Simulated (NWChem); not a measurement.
Species: C$_{2}$H$_{4}$FNOSi; SMILES [Si@]1(C=NC1)(O)F

```xyz
10

O      1.2249    -1.5120     0.0125
Si     0.0081    -0.4013     0.0066
F     -1.3271    -1.3123     0.0156
C     -0.0018     1.1163     1.1061
N     -0.0196     1.9413     0.1200
C     -0.0225     1.1183    -1.1163
H      2.1354    -1.2041     0.0178
H      0.0011     1.4735     2.1449
H     -0.9286     1.3082    -1.7139
H      0.8453     1.3551    -1.7529
```
Atoms are numbered in this order, from 1.

Level: PBE0/def2-SVP (NWChem), optimised geometry, unscaled harmonic frequencies. 

Q: List the harmonic frequencies with IR intensities, and the thermochemistry.

A: 
```
frequency (cm⁻¹)  IR intensity (km/mol)
----------------  ---------------------
109                                16.4
155                                47.0
244                                66.7
288                                 3.1
310                                26.7
386                                 2.6
508                                 8.2
711                                59.9
718                               102.5
753                               120.5
824                               100.5
900                                82.4
914                                16.8
976                               136.7
992                                79.0
1144                               11.4
1188                               12.0
1276                               12.2
1419                                6.6
1650                                7.7
3087                                8.0
3145                                2.2
3170                               12.1
3946                              129.8
```

The zero-point energy is 41.2 kcal/mol and the thermal correction to the enthalpy at 298.15 K (with zero-point energy) is 46.0 kcal/mol. The heat capacity Cv is 23.1 cal/(mol K), the entropy at 298.15 K and 1 atm (symmetry number 1) is 80.5 cal/(mol K) and the dipole moment comes out as 2.26 D.

Rigid rotor and harmonic oscillator.
